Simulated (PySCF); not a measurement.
Simulation results for CH4BNSi, BH4N2Si, B2H5NO, B2H5NSi and others

Computed with PySCF 2.14.0. Calculation on a computer-drawn molecule: the log of a Hartree-Fock and frozen-core CCSD(T) single point meant for a local Hartree-Fock minimum, with one planted fault or none, to be diagnosed. Offsets are logged minus clean, where the clean run is the same molecule without the fault. The reference is restricted for singlets and unrestricted otherwise, and also for a bond in bohr or an excited solution. Adding or removing an electron swaps singlet and doublet. The excited solution moves the top pair (singlet) or top alpha electron (doublet) to the lowest empty orbital. Highest occupied and lowest empty are orbital energies over both spins, largest force is the largest gradient component, triples share is (T) over the correlation energy, the T1 limit is 0.02 restricted and 0.045 unrestricted, electrons count all cores, a negative frequency is imaginary (commonest isotopes), and the dipole is about the centre of nuclear charge.

Common to all runs: meant charge 0; logged SCF converged yes; possible faults no fault, one electron removed, one electron added, multiplicity raised by two, geometry at a saddle point, SCF held on an excited solution, minimal basis STO-3G, one bond length entered in bohr, all coordinates scaled.

```json
{"entry": 1, "formula": "CH4BNSi", "logged_structure": {"atoms_angstrom": [["N", -0.889, -1.2905, 1.1462], ["B", 0.39, -0.8252, 1.0333], ["C", 1.6944, -0.3161, 0.9357], ["Si", 1.8728, 1.3244, 1.7337], ["H", -1.6085, -1.0388, 0.4998], ["H", -1.2081, -1.7867, 1.9529], ["H", 2.5226, -0.8161, 0.4496], ["H", 0.4157, 1.438, 2.1938]]}, "given": {"meant_multiplicity": 1, "meant_basis": "cc-pV(D+d)Z", "logged_electrons": 36, "logged_basis_functions": 85, "logged_spin_squared": 0.0, "logged_highest_occupied [eV]": -4.7504, "logged_lowest_empty [eV]": -1.7965, "logged_largest_force [hartree/bohr]": 0.058498, "logged_CC_converged": "no", "logged_dipole_magnitude [debye]": 2.2208, "logged_SCF_stable_within_its_kind": "no", "logged_energy_HF [hartree]": -407.98594, "drawn_bonds_atom": [1, 2, 3, 1, 1, 3, 4], "drawn_bonds_other_atom": [2, 3, 4, 5, 6, 7, 8], "drawn_bonds_order": [1, 2, 1, 1, 1, 1, 1]}, "results": {"planted_fault": "SCF held on an excited solution", "HF_energy_offset_from_clean_run [kcal/mol]": 156.8}, "notes": ["CCSD not converged"]}
{"entry": 2, "formula": "BH4N2Si", "logged_structure": {"atoms_angstrom": [["N", -0.8334, 0.8045, -4.0866], ["B", -0.6425, 0.4976, -2.6451], ["N", -0.4946, 0.2008, -1.3424], ["Si", -0.363, -0.0608, 0.4435], ["H", -1.0381, 1.8076, -4.399], ["H", -0.3303, 0.2209, -4.8297], ["H", 1.1508, -0.219, 0.9082], ["H", -1.1775, -1.3432, 0.9162]]}, "given": {"meant_multiplicity": 2, "meant_basis": "cc-pV(D+d)Z", "logged_electrons": 37, "logged_basis_functions": 85, "logged_spin_squared": 0.7567, "logged_highest_occupied [eV]": -8.1973, "logged_lowest_empty [eV]": 1.7815, "logged_largest_force [hartree/bohr]": 0.061806, "logged_T1_diagnostic": 0.018206, "logged_D1_diagnostic": 0.056744, "logged_triples_share": 0.035414, "logged_CC_converged": "yes", "logged_dipole_magnitude [debye]": 3.6063, "logged_SCF_stable_within_its_kind": "yes", "logged_energy_HF [hartree]": -424.85523, "logged_energy_CCSD(T) [hartree]": -425.40759, "drawn_bonds_atom": [1, 2, 3, 1, 1, 4, 4], "drawn_bonds_other_atom": [2, 3, 4, 5, 6, 7, 8], "drawn_bonds_order": [1, 2, 1, 1, 1, 1, 1]}, "results": {"planted_fault": "all coordinates scaled, by +7.1 %", "HF_energy_offset_from_clean_run [kcal/mol]": 25.81, "CCSD(T)_energy_offset_from_clean_run [kcal/mol]": 14.53}}
{"entry": 3, "formula": "B2H5NO", "logged_structure": {"atoms_angstrom": [["N", -0.8102, -0.9492, -1.3168], ["B", 0.4372, -0.4314, -0.972], ["B", 0.6704, 0.6752, 0.3249], ["O", 0.505, 0.2726, 1.6119], ["H", -0.947, -1.5803, -2.0788], ["H", -1.65, -0.751, -0.8139], ["H", 1.371, -0.7822, -1.6567], ["H", 0.9989, 1.8281, 0.1318], ["H", 0.6803, 0.9488, 2.2483]]}, "given": {"meant_multiplicity": 1, "meant_basis": "cc-pVDZ", "logged_electrons": 30, "logged_basis_functions": 81, "logged_spin_squared": 2.0092, "logged_highest_occupied [eV]": -5.3974, "logged_lowest_empty [eV]": -0.39199, "logged_largest_force [hartree/bohr]": 0.053664, "logged_T1_diagnostic": 0.028682, "logged_D1_diagnostic": 0.14294, "logged_triples_share": 0.028103, "logged_CC_converged": "yes", "logged_dipole_magnitude [debye]": 1.8431, "logged_SCF_stable_within_its_kind": "yes", "logged_energy_HF [hartree]": -181.49705, "logged_energy_CCSD(T) [hartree]": -182.07128, "drawn_bonds_atom": [1, 2, 3, 1, 1, 2, 3, 4], "drawn_bonds_other_atom": [2, 3, 4, 5, 6, 7, 8, 9], "drawn_bonds_order": [1, 1, 1, 1, 1, 1, 1, 1]}, "results": {"planted_fault": "multiplicity raised by two", "HF_energy_offset_from_clean_run [kcal/mol]": 111.6, "CCSD(T)_energy_offset_from_clean_run [kcal/mol]": 114.7}}
{"entry": 4, "formula": "B2H5NSi", "logged_structure": {"atoms_angstrom": [["N", -1.6573, -0.0506, 0.5815], ["B", -1.9517, -1.0789, -0.3141], ["B", -0.8214, -1.8613, -1.3258], ["Si", -0.1738, -1.2407, -3.1198], ["H", -2.3488, 0.3672, 1.1687], ["H", -0.7419, 0.3214, 0.7257], ["H", -3.1063, -1.4324, -0.3793], ["H", -0.3521, -2.913, -0.9506], ["H", -1.2998, -1.9655, -3.8377]]}, "given": {"meant_multiplicity": 1, "meant_basis": "cc-pV(D+d)Z", "logged_electrons": 36, "logged_basis_functions": 90, "logged_spin_squared": 2.0275, "logged_highest_occupied [eV]": -7.5811, "logged_lowest_empty [eV]": 0.35932, "logged_largest_force [hartree/bohr]": 0.025608, "logged_T1_diagnostic": 0.021334, "logged_D1_diagnostic": 0.080058, "logged_triples_share": 0.02979, "logged_CC_converged": "yes", "logged_dipole_magnitude [debye]": 2.4624, "logged_SCF_stable_within_its_kind": "yes", "logged_energy_HF [hartree]": -395.59431, "logged_energy_CCSD(T) [hartree]": -396.05924, "drawn_bonds_atom": [1, 2, 3, 1, 1, 2, 3, 4], "drawn_bonds_other_atom": [2, 3, 4, 5, 6, 7, 8, 9], "drawn_bonds_order": [1, 1, 1, 1, 1, 1, 1, 1]}, "results": {"planted_fault": "multiplicity raised by two", "HF_energy_offset_from_clean_run [kcal/mol]": 15.38, "CCSD(T)_energy_offset_from_clean_run [kcal/mol]": 29.47}}
{"entry": 5, "formula": "BH6N2Si", "logged_structure": {"atoms_angstrom": [["N", 1.0454, 1.1108, 1.2102], ["B", 0.0137, 0.2044, 0.9141], ["N", -0.373, -0.1488, -0.4243], ["Si", 0.156, 0.4594, -1.9572], ["H", 1.6231, 1.56, 0.5315], ["H", 1.3014, 1.3171, 2.1512], ["H", -0.5762, -0.3023, 1.8334], ["H", -1.1444, -0.7881, -0.4665], ["H", 1.5861, 0.8529, -1.8761], ["H", -0.0243, -0.5943, -2.9886]]}, "given": {"meant_multiplicity": 2, "meant_basis": "cc-pV(D+d)Z", "logged_electrons": 40, "logged_basis_functions": 95, "logged_spin_squared": 0.0, "logged_highest_occupied [eV]": 0.18244, "logged_lowest_empty [eV]": 8.9189, "logged_largest_force [hartree/bohr]": 0.071156, "logged_T1_diagnostic": 0.015616, "logged_D1_diagnostic": 0.06387, "logged_triples_share": 0.027937, "logged_CC_converged": "yes", "logged_dipole_magnitude [debye]": 6.417, "logged_SCF_stable_within_its_kind": "yes", "logged_energy_HF [hartree]": -426.04444, "logged_energy_CCSD(T) [hartree]": -426.64673, "drawn_bonds_atom": [1, 2, 3, 1, 1, 2, 3, 4, 4], "drawn_bonds_other_atom": [2, 3, 4, 5, 6, 7, 8, 9, 10], "drawn_bonds_order": [1, 1, 1, 1, 1, 1, 1, 1, 1]}, "results": {"planted_fault": "one electron added", "HF_energy_offset_from_clean_run [kcal/mol]": 26.37, "CCSD(T)_energy_offset_from_clean_run [kcal/mol]": 5.83}, "notes": ["highest electron not bound in this basis"]}
```
